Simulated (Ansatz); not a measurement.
Ansatz (a first-principles code) input (B3LYP-D3(BJ)/def2-TZVP):

Ansatz 0.2 input:
```yaml
crystal:
  periodic: [false, false, false]
  atoms:
    - {symbol: Cl, position_ang: [-0.04437157, -1.69641557, 0.34948186]}
    - {symbol: Si, position_ang: [-0.52029828, 0.06651973, -0.60843415]}
    - {symbol: Cl, position_ang: [0.47564959, 1.64401686, 0.26999675]}
    - {symbol: H, position_ang: [-0.04755029, -0.04049805, -2.01305818]}
basis:
  gaussian:
    orbitals: def2-TZVP
hamiltonian:
  xc: b3lyp
  dispersion: d3bj
magnetization: {spin_polarized: true, initial_magnetization: 1}
phonons: {temperatures: {t_min: 298.15, t_max: 298.15, t_step: 100}}
```

Output:

```
Functional definition: B3LYP
integrals: 0.04 GiB planned
831 factors; their error is unknown
mean field: 0.55 GiB planned
mean field evaluation 1: about -32942.2037 eV, gradient 1.1e1 eV
mean field evaluation 2: about -32942.4367 eV, gradient 1.0e1 eV
mean field evaluation 4: about -32942.8237 eV, gradient 7.6e-1 eV
mean field evaluation 8: about -32942.9122 eV, gradient 8.1e-2 eV
mean field evaluation 16: about -32942.9123 eV, gradient 9.5e-6 eV
mean field -32942.91226748 eV, -1210.6296963219 hartree, gradient 9.5e-6 eV, S^2 0.752091; 0 other end points of the search recorded, 0 dependent functions left out
the calculation of the forces begins
reference -32942.91250440 eV, -1210.6297050288 hartree; 25, 24 occupied and 92, 93 virtual orbitals, 831 factors
these checks for a lower state are left out or cut short: stability, starts, cluster_reference, orbital_swaps, neighbouring_geometries, increment
integrals: 0.04 GiB planned
831 factors; their error is unknown
mean field: 0.55 GiB planned
mean field -32942.91225333 eV, -1210.6296958021 hartree, gradient 2.6e-6 eV, S^2 0.752093; 0 other end points of the search recorded, 0 dependent functions left out
the calculation of the forces begins
reference -32942.91249026 eV, -1210.6297045088 hartree; 25, 24 occupied and 92, 93 virtual orbitals, 831 factors
these checks for a lower state are left out or cut short: stability, starts, cluster_reference, orbital_swaps, neighbouring_geometries, increment
integrals: 0.04 GiB planned
831 factors; their error is unknown
mean field: 0.55 GiB planned
mean field -32942.91227244 eV, -1210.6296965043 hartree, gradient 2.5e-6 eV, S^2 0.752089; 0 other end points of the search recorded, 0 dependent functions left out
the calculation of the forces begins
reference -32942.91250937 eV, -1210.6297052114 hartree; 25, 24 occupied and 92, 93 virtual orbitals, 831 factors
these checks for a lower state are left out or cut short: stability, starts, cluster_reference, orbital_swaps, neighbouring_geometries, increment
integrals: 0.04 GiB planned
831 factors; their error is unknown
mean field: 0.56 GiB planned
mean field evaluation 32: about -32942.9121 eV, gradient 6.2e-2 eV
mean field -32942.91214670 eV, -1210.6296918833 hartree, gradient 1.5e-6 eV, S^2 0.752089; 0 other end points of the search recorded, 0 dependent functions left out
the calculation of the forces begins
reference -32942.91238357 eV, -1210.6297005881 hartree; 25, 24 occupied and 92, 93 virtual orbitals, 831 factors
these checks for a lower state are left out or cut short: stability, starts, cluster_reference, orbital_swaps, neighbouring_geometries, increment
integrals: 0.04 GiB planned
831 factors; their error is unknown
mean field: 0.55 GiB planned
mean field -32942.91231022 eV, -1210.6296978927 hartree, gradient 1.6e-6 eV, S^2 0.752093; 0 other end points of the search recorded, 0 dependent functions left out
the calculation of the forces begins
reference -32942.91254721 eV, -1210.6297066017 hartree; 25, 24 occupied and 92, 93 virtual orbitals, 831 factors
these checks for a lower state are left out or cut short: stability, starts, cluster_reference, orbital_swaps, neighbouring_geometries, increment
integrals: 0.04 GiB planned
831 factors; their error is unknown
mean field: 0.55 GiB planned
mean field -32942.91227138 eV, -1210.6296964652 hartree, gradient 2.6e-6 eV, S^2 0.752092; 0 other end points of the search recorded, 0 dependent functions left out
the calculation of the forces begins
reference -32942.91250832 eV, -1210.6297051727 hartree; 25, 24 occupied and 92, 93 virtual orbitals, 831 factors
these checks for a lower state are left out or cut short: stability, starts, cluster_reference, orbital_swaps, neighbouring_geometries, increment
integrals: 0.04 GiB planned
831 factors; their error is unknown
mean field: 0.55 GiB planned
mean field -32942.91223480 eV, -1210.6296951211 hartree, gradient 2.5e-6 eV, S^2 0.752090; 0 other end points of the search recorded, 0 dependent functions left out
the calculation of the forces begins
reference -32942.91247171 eV, -1210.6297038273 hartree; 25, 24 occupied and 92, 93 virtual orbitals, 831 factors
these checks for a lower state are left out or cut short: stability, starts, cluster_reference, orbital_swaps, neighbouring_geometries, increment
integrals: 0.04 GiB planned
831 factors; their error is unknown
mean field: 0.55 GiB planned
mean field -32942.91223236 eV, -1210.6296950312 hartree, gradient 2.9e-6 eV, S^2 0.752083; 0 other end points of the search recorded, 0 dependent functions left out
the calculation of the forces begins
reference -32942.91246928 eV, -1210.6297037381 hartree; 25, 24 occupied and 92, 93 virtual orbitals, 831 factors
these checks for a lower state are left out or cut short: stability, starts, cluster_reference, orbital_swaps, neighbouring_geometries, increment
integrals: 0.04 GiB planned
831 factors; their error is unknown
mean field: 0.55 GiB planned
mean field evaluation 64: about -32942.9122 eV, gradient 3.8e-5 eV
mean field -32942.91223259 eV, -1210.6296950396 hartree, gradient 2.8e-6 eV, S^2 0.752099; 0 other end points of the search recorded, 0 dependent functions left out
the calculation of the forces begins
reference -32942.91246951 eV, -1210.6297037464 hartree; 25, 24 occupied and 92, 93 virtual orbitals, 831 factors
these checks for a lower state are left out or cut short: stability, starts, cluster_reference, orbital_swaps, neighbouring_geometries, increment
integrals: 0.04 GiB planned
831 factors; their error is unknown
mean field: 0.55 GiB planned
mean field -32942.91218665 eV, -1210.6296933515 hartree, gradient 1.3e-6 eV, S^2 0.752094; 0 other end points of the search recorded, 0 dependent functions left out
the calculation of the forces begins
reference -32942.91242356 eV, -1210.6297020578 hartree; 25, 24 occupied and 92, 93 virtual orbitals, 831 factors
these checks for a lower state are left out or cut short: stability, starts, cluster_reference, orbital_swaps, neighbouring_geometries, increment
integrals: 0.04 GiB planned
831 factors; their error is unknown
mean field: 0.55 GiB planned
mean field -32942.91220414 eV, -1210.6296939942 hartree, gradient 1.3e-6 eV, S^2 0.752089; 0 other end points of the search recorded, 0 dependent functions left out
the calculation of the forces begins
reference -32942.91244108 eV, -1210.6297027017 hartree; 25, 24 occupied and 92, 93 virtual orbitals, 831 factors
these checks for a lower state are left out or cut short: stability, starts, cluster_reference, orbital_swaps, neighbouring_geometries, increment
integrals: 0.04 GiB planned
831 factors; their error is unknown
mean field: 0.55 GiB planned
mean field -32942.91225209 eV, -1210.6296957564 hartree, gradient 1.7e-6 eV, S^2 0.752095; 0 other end points of the search recorded, 0 dependent functions left out
the calculation of the forces begins
reference -32942.91248901 eV, -1210.6297044630 hartree; 25, 24 occupied and 92, 93 virtual orbitals, 831 factors
these checks for a lower state are left out or cut short: stability, starts, cluster_reference, orbital_swaps, neighbouring_geometries, increment
integrals: 0.04 GiB planned
831 factors; their error is unknown
mean field: 0.55 GiB planned
mean field -32942.91226436 eV, -1210.6296962073 hartree, gradient 1.9e-6 eV, S^2 0.752087; 0 other end points of the search recorded, 0 dependent functions left out
the calculation of the forces begins
reference -32942.91250130 eV, -1210.6297049146 hartree; 25, 24 occupied and 92, 93 virtual orbitals, 831 factors
these checks for a lower state are left out or cut short: stability, starts, cluster_reference, orbital_swaps, neighbouring_geometries, increment
integrals: 0.04 GiB planned
831 factors; their error is unknown
mean field: 0.55 GiB planned
mean field evaluation 96: about -32942.9122 eV, gradient 3.9e-2 eV
mean field -32942.91222607 eV, -1210.6296948003 hartree, gradient 1.9e-6 eV, S^2 0.752088; 0 other end points of the search recorded, 0 dependent functions left out
the calculation of the forces begins
reference -32942.91246299 eV, -1210.6297035068 hartree; 25, 24 occupied and 92, 93 virtual orbitals, 831 factors
these checks for a lower state are left out or cut short: stability, starts, cluster_reference, orbital_swaps, neighbouring_geometries, increment
integrals: 0.04 GiB planned
831 factors; their error is unknown
mean field: 0.56 GiB planned
mean field -32942.91225510 eV, -1210.6296958670 hartree, gradient 1.8e-6 eV, S^2 0.752095; 0 other end points of the search recorded, 0 dependent functions left out
the calculation of the forces begins
reference -32942.91249204 eV, -1210.6297045742 hartree; 25, 24 occupied and 92, 93 virtual orbitals, 831 factors
Total energy: -32943.12887572 eV, -1210.6376565279 hartree
Atom 0 at    -0.044372    -1.696416     0.349482 Å, force    -0.000101     0.000120    -0.000142 eV/Å
Atom 1 at    -0.520298     0.066520    -0.608434 Å, force     0.000213    -0.000025     0.000361 eV/Å
Atom 2 at     0.475650     1.644017     0.269997 Å, force    -0.000133    -0.000090    -0.000137 eV/Å
Atom 3 at    -0.047550    -0.040498    -2.013058 Å, force     0.000021    -0.000005    -0.000082 eV/Å
Dipole moment:    -0.126269     0.015183    -0.188004 e Å
Vibrations: 176.16 499.67 558.37 654.40 743.08 2171.31 cm⁻¹, zero-point energy 0.297747 eV
```

It need not be the lowest isomer of its formula.
